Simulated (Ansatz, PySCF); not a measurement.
Molecule: sum formula SiOF (charge 0, doublet). It need not be the lowest isomer of its formula. 
Structure (B3LYP-D3(BJ)/def2-TZVP (Ansatz, an electronic-structure program) minimum search):
```xyz
3

Si    -0.0796    -0.1221     0.3643
O      1.3457    -0.5528     0.0273
F     -1.0723     0.6813    -0.5910
```
Charge 0, spin multiplicity 2.

Total electronic energies in hartree. Correlated levels leave the core frozen unless marked. Open shells are spin-unrestricted. No spin-orbit coupling. No relativistic terms. CBS marks a two-point X^-3 extrapolation of the correlation energy; Hartree-Fock from the larger set.

| level | program | energy (Eh) |
|---|---|---|
| HF/cc-pV(D+d)Z | Ansatz | -463.25303 |
| B3LYP-D4/def2-TZVPD | Ansatz + dftd4 | -464.69607 |
| PW6B95/def2-TZVPD | PySCF | ___ |
| CAM-B3LYP/def2-TZVPD | Ansatz | -464.63627 |
| B2GP-PLYP-D3(BJ)/def2-TZVPD | Ansatz + dftd3 | ___ |
| RI-MP2/cc-pV(Q+d)Z | Ansatz | -463.99536 |
| SCS-MP2/6-31G* | Ansatz | -463.64073 |
| CCSD(T)/6-31G* | Ansatz | -463.67516 |
| CCSD(T)/CBS(cc-pV(T+d)Z,cc-pV(Q+d)Z) | Ansatz | -464.0506 |

Question: Complete the blanks.

Answer: 
- PW6B95/def2-TZVPD, energy (Eh): -465.11515
- B2GP-PLYP-D3(BJ)/def2-TZVPD, energy (Eh): -464.39271
